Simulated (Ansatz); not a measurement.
Job for Ansatz (a first-principles code): R-PBE/def2-TZVPP on HNaO (SMILES [OH][Na]), atoms moved off the minimum.

Ansatz 0.2 input:
```yaml
crystal:
  periodic: [false, false, false]
  atoms:
    - {symbol: Na, position_ang: [0.06094053, 0.04891723, -0.83844262]}
    - {symbol: O, position_ang: [-0.01584789, -0.07435839, 0.95639912]}
    - {symbol: H, position_ang: [-0.00439463, 0.01331493, 2.05301534]}
basis:
  gaussian:
    orbitals: def2-TZVPP
hamiltonian:
  xc: {name: PBE}
scf: {lower_state_search: off}
output: {forces: true}
```

Output:

```
WARN ansatz: RAYON_NUM_THREADS=1 ignored (pool sized by the plan → 1); use --threads N
Functional definition: PBE
these checks for a lower state are left out or cut short: stability, starts, cluster_reference, orbital_swaps, neighbouring_geometries, increment
integrals: 0.01 GiB planned
487 factors; their error is unknown
mean field: 0.14 GiB planned
mean field evaluation 1: about -6464.0276 eV, gradient 7.9e1 eV
mean field evaluation 2: about -6302.5404 eV, gradient 1.8e2 eV
mean field evaluation 4: about -6474.6222 eV, gradient 1.1e1 eV
mean field evaluation 8: about -6474.8416 eV, gradient 4.5e-2 eV
mean field evaluation 16: about -6474.8354 eV, gradient 1.1e-6 eV
mean field -6474.83543681 eV, -237.9458135016 hartree, gradient 1.2e-6 eV, S^2 0.000000; 0 other end points of the search recorded, 0 dependent functions left out
the calculation of the forces begins
reference -6474.83548545 eV, -237.9458152893 hartree; 10, 10 occupied and 67, 67 virtual orbitals, 487 factors
Total energy: -6474.83548545 eV, -237.9458152893 hartree
Atom 0 at     0.060941     0.048917    -0.838443 Å, force     0.090086     0.136970    -2.256358 eV/Å
Atom 1 at    -0.015848    -0.074358     0.956399 Å, force    -0.032536     0.252254     6.756179 eV/Å
Atom 2 at    -0.004395     0.013315     2.053015 Å, force    -0.057550    -0.389224    -4.499821 eV/Å
Dipole moment:     0.056077     0.098159    -1.150589 e Å
Checks for a lower state left out: stability, starts, cluster_reference, orbital_swaps, neighbouring_geometries, increment
```

The calculation finished and met its thresholds.

Cost: roughly 0.8 core-seconds.
